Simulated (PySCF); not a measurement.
AlBH₃ (calculated)

Computed with PySCF 2.14.0. Calculation on a computer-drawn molecule: vertical ionisation energy to the stated ion spin, frozen-core CCSD(T) at the basis limit and cheaper methods, single-reference cases, UHF for radicals, no spin-orbit; all values are single points at the evaluated structure, the first of each entry, which is the reference or a displaced copy of it and isn't optimised; the reference structure only sets the zero of the energies above reference; triples share is (T) over the correlation energy.

Common to all runs: charge 1; multiplicity 1; ion multiplicity 2; diffuse functions no; basis cc-pV(n+d)Z; reference is the Hartree-Fock double-zeta minimum; best is HF at quadruple zeta + MP2 correlation extrapolated from triple and quadruple zeta + CCSD(T) minus MP2 at triple zeta; basis step is the size of the change from the same recipe one zeta lower.

```yaml
- entry: 1
  formula: AlBH3
  evaluated_structure:
    atoms_angstrom:
      - [B, 2.0461, -0.4684, -0.8785]
      - [Al, 1.0074, -1.0172, -2.7323]
      - [H, 1.8854, 0.6174, -0.4476]
      - [H, 2.9315, -1.6733, -0.0986]
      - [H, 0.2404, -1.432, -4.0738]
  reference_structure:
    atoms_angstrom:
      - [B, 2.0353, -0.5078, -0.8733]
      - [Al, 1.0135, -1.0398, -2.7164]
      - [H, 1.9145, 0.6049, -0.4727]
      - [H, 2.6781, -1.349, -0.3322]
      - [H, 0.2841, -1.4192, -4.0319]
  given:
    drawn_bonds_atom: [1, 1, 1, 2]
    drawn_bonds_other_atom: [2, 3, 4, 5]
    drawn_bonds_order: [1, 1, 1, 1]
  results:
    "ionisation_energy_best [eV]": 16.14
    "ionisation_energy_basis_step [eV]": 0.0212
    "energy_above_reference_best [kcal/mol]": 35.25
    "energy_above_reference_basis_step [kcal/mol]": 0.1269
    triple_zeta_method: [HF, PBE, r2SCAN, B3LYP, wB97X, MP2, CCSD, "CCSD(T)"]
    "triple_zeta_ionisation_energy [eV]": [14.87, 15.8, 15.78, 15.92, 15.98, 15.95, 16.0, 16.05]
    "triple_zeta_energy_above_reference [kcal/mol]": [39.53, 32.41, 34.94, 35.54, 36.75, 37.53, 35.56, 34.96]
    "ionisation_energy_Koopmans_at_triple_zeta [eV]": 16.01
    "ionisation_energy_EOM_CCSD_at_triple_zeta [eV]": 16.11
    "total_energy_HF_triple_zeta [hartree]": -267.9878
    "total_energy_CCSD(T)_triple_zeta [hartree]": -268.1785
    "total_energy_best [hartree]": -268.1979
    T1_diagnostic_at_triple_zeta: 0.01289
    D1_diagnostic_at_triple_zeta: 0.02654
    ion_T1_diagnostic_at_triple_zeta: 0.04226
    ion_D1_diagnostic_at_triple_zeta: 0.1373
    ion_spin_squared_at_triple_zeta: 0.8106
    triples_share_at_triple_zeta: 0.02794
    basis_functions_triple_zeta: 111
- entry: 2
  formula: AlBH3
  evaluated_structure:
    atoms_angstrom:
      - [B, 2.0461, -0.4684, -0.8785]
      - [Al, 1.0074, -1.0172, -2.7323]
      - [H, 1.8854, 0.6174, -0.4476]
      - [H, 2.9577, -1.7091, -0.0755]
      - [H, 0.2404, -1.432, -4.0738]
  reference_structure:
    atoms_angstrom:
      - [B, 2.0353, -0.5078, -0.8733]
      - [Al, 1.0135, -1.0398, -2.7164]
      - [H, 1.9145, 0.6049, -0.4727]
      - [H, 2.6781, -1.349, -0.3322]
      - [H, 0.2841, -1.4192, -4.0319]
  given:
    drawn_bonds_atom: [1, 1, 1, 2]
    drawn_bonds_other_atom: [2, 3, 4, 5]
    drawn_bonds_order: [1, 1, 1, 1]
  results:
    "ionisation_energy_best [eV]": 16.03
    "ionisation_energy_basis_step [eV]": 0.01965
    "energy_above_reference_best [kcal/mol]": 39.83
    "energy_above_reference_basis_step [kcal/mol]": 0.1112
    triple_zeta_method: [HF, PBE, r2SCAN, B3LYP, wB97X, MP2, CCSD, "CCSD(T)"]
    "triple_zeta_ionisation_energy [eV]": [14.7, 15.71, 15.67, 15.82, 15.86, 15.81, 15.89, 15.94]
    "triple_zeta_energy_above_reference [kcal/mol]": [44.85, 36.86, 39.62, 40.25, 41.74, 42.51, 40.22, 39.53]
    "ionisation_energy_Koopmans_at_triple_zeta [eV]": 15.87
    "ionisation_energy_EOM_CCSD_at_triple_zeta [eV]": 16.0
    "total_energy_HF_triple_zeta [hartree]": -267.9794
    "total_energy_CCSD(T)_triple_zeta [hartree]": -268.1712
    "total_energy_best [hartree]": -268.1906
    T1_diagnostic_at_triple_zeta: 0.01345
    D1_diagnostic_at_triple_zeta: 0.02864
    ion_T1_diagnostic_at_triple_zeta: 0.03846
    ion_D1_diagnostic_at_triple_zeta: 0.1224
    ion_spin_squared_at_triple_zeta: 0.8045
    triples_share_at_triple_zeta: 0.02849
    basis_functions_triple_zeta: 111
- entry: 3
  formula: AlBH3
  evaluated_structure:
    atoms_angstrom:
      - [B, 1.9916, -0.424, -0.9114]
      - [Al, 1.1154, -1.0804, -2.7313]
      - [H, 1.9633, 0.4812, -0.5392]
      - [H, 2.6449, -1.4742, -0.36]
      - [H, 0.3251, -1.4796, -3.9868]
  reference_structure:
    atoms_angstrom:
      - [B, 2.0353, -0.5078, -0.8733]
      - [Al, 1.0135, -1.0398, -2.7164]
      - [H, 1.9145, 0.6049, -0.4727]
      - [H, 2.6781, -1.349, -0.3322]
      - [H, 0.2841, -1.4192, -4.0319]
  given:
    drawn_bonds_atom: [1, 1, 1, 2]
    drawn_bonds_other_atom: [2, 3, 4, 5]
    drawn_bonds_order: [1, 1, 1, 1]
  results:
    "ionisation_energy_best [eV]": 16.68
    "ionisation_energy_basis_step [eV]": 0.02716
    "energy_above_reference_best [kcal/mol]": 24.25
    "energy_above_reference_basis_step [kcal/mol]": 0.1642
    triple_zeta_method: [HF, PBE, r2SCAN, B3LYP, wB97X, MP2, CCSD, "CCSD(T)"]
    "triple_zeta_ionisation_energy [eV]": [15.66, 16.32, 16.34, 16.48, 16.55, 16.55, 16.56, 16.59]
    "triple_zeta_energy_above_reference [kcal/mol]": [25.2, 24.57, 24.3, 24.03, 24.53, 24.7, 24.58, 24.57]
    "ionisation_energy_Koopmans_at_triple_zeta [eV]": 16.6
    "ionisation_energy_EOM_CCSD_at_triple_zeta [eV]": 16.65
    "total_energy_HF_triple_zeta [hartree]": -268.0107
    "total_energy_CCSD(T)_triple_zeta [hartree]": -268.1950
    "total_energy_best [hartree]": -268.2154
    T1_diagnostic_at_triple_zeta: 0.01003
    D1_diagnostic_at_triple_zeta: 0.01814
    ion_T1_diagnostic_at_triple_zeta: 0.02248
    ion_D1_diagnostic_at_triple_zeta: 0.05339
    ion_spin_squared_at_triple_zeta: 0.7989
    triples_share_at_triple_zeta: 0.02378
    basis_functions_triple_zeta: 111
- entry: 4
  formula: AlBH3
  evaluated_structure:
    atoms_angstrom:
      - [B, 2.0386, -0.5876, -0.8478]
      - [Al, 0.9079, -1.0385, -2.9569]
      - [H, 1.8782, 0.6871, -0.4567]
      - [H, 2.7115, -1.3141, -0.2675]
      - [H, 0.2187, -1.3996, -4.3406]
  reference_structure:
    atoms_angstrom:
      - [B, 2.0353, -0.5078, -0.8733]
      - [Al, 1.0135, -1.0398, -2.7164]
      - [H, 1.9145, 0.6049, -0.4727]
      - [H, 2.6781, -1.349, -0.3322]
      - [H, 0.2841, -1.4192, -4.0319]
  given:
    drawn_bonds_atom: [1, 1, 1, 2]
    drawn_bonds_other_atom: [2, 3, 4, 5]
    drawn_bonds_order: [1, 1, 1, 1]
  results:
    "ionisation_energy_best [eV]": 16.18
    "ionisation_energy_basis_step [eV]": 0.02612
    "energy_above_reference_best [kcal/mol]": 13.45
    "energy_above_reference_basis_step [kcal/mol]": 0.1559
    triple_zeta_method: [HF, PBE, r2SCAN, B3LYP, wB97X, MP2, CCSD, "CCSD(T)"]
    "triple_zeta_ionisation_energy [eV]": [15.13, 15.9, 15.89, 16.02, 16.04, 16.03, 16.05, 16.09]
    "triple_zeta_energy_above_reference [kcal/mol]": [13.65, 11.73, 13.09, 13.03, 14.08, 14.0, 13.29, 13.04]
    "ionisation_energy_Koopmans_at_triple_zeta [eV]": 16.01
    "ionisation_energy_EOM_CCSD_at_triple_zeta [eV]": 16.15
    "total_energy_HF_triple_zeta [hartree]": -268.0291
    "total_energy_CCSD(T)_triple_zeta [hartree]": -268.2134
    "total_energy_best [hartree]": -268.2326
    T1_diagnostic_at_triple_zeta: 0.01151
    D1_diagnostic_at_triple_zeta: 0.0228
    ion_T1_diagnostic_at_triple_zeta: 0.02412
    ion_D1_diagnostic_at_triple_zeta: 0.0599
    ion_spin_squared_at_triple_zeta: 0.812
    triples_share_at_triple_zeta: 0.02585
    basis_functions_triple_zeta: 111
- entry: 5
  formula: AlBH3
  evaluated_structure:
    atoms_angstrom:
      - [B, 2.0364, -0.5044, -0.8755]
      - [Al, 1.0114, -1.0406, -2.715]
      - [H, 1.9156, 0.6035, -0.469]
      - [H, 2.6785, -1.3445, -0.338]
      - [H, 0.2835, -1.42, -4.0323]
  reference_structure:
    atoms_angstrom:
      - [B, 2.0353, -0.5078, -0.8733]
      - [Al, 1.0135, -1.0398, -2.7164]
      - [H, 1.9145, 0.6049, -0.4727]
      - [H, 2.6781, -1.349, -0.3322]
      - [H, 0.2841, -1.4192, -4.0319]
  given:
    drawn_bonds_atom: [1, 1, 1, 2]
    drawn_bonds_other_atom: [2, 3, 4, 5]
    drawn_bonds_order: [1, 1, 1, 1]
  results:
    "ionisation_energy_best [eV]": 16.81
    "ionisation_energy_basis_step [eV]": 0.02826
    "energy_above_reference_best [kcal/mol]": -0.01373
    "energy_above_reference_basis_step [kcal/mol]": 0.003572
    triple_zeta_method: [HF, PBE, r2SCAN, B3LYP, wB97X, MP2, CCSD, "CCSD(T)"]
    "triple_zeta_ionisation_energy [eV]": [15.8, 16.44, 16.47, 16.6, 16.66, 16.67, 16.68, 16.71]
    "triple_zeta_energy_above_reference [kcal/mol]": [-0.02714, 0.01278, -0.009909, -0.01857, -0.0103, -0.02136, -0.01363, -0.009824]
    "ionisation_energy_Koopmans_at_triple_zeta [eV]": 16.74
    "ionisation_energy_EOM_CCSD_at_triple_zeta [eV]": 16.77
    "total_energy_HF_triple_zeta [hartree]": -268.0509
    "total_energy_CCSD(T)_triple_zeta [hartree]": -268.2342
    "total_energy_best [hartree]": -268.2541
    T1_diagnostic_at_triple_zeta: 0.009747
    D1_diagnostic_at_triple_zeta: 0.01848
    ion_T1_diagnostic_at_triple_zeta: 0.02307
    ion_D1_diagnostic_at_triple_zeta: 0.05564
    ion_spin_squared_at_triple_zeta: 0.8071
    triples_share_at_triple_zeta: 0.02382
    basis_functions_triple_zeta: 111
```
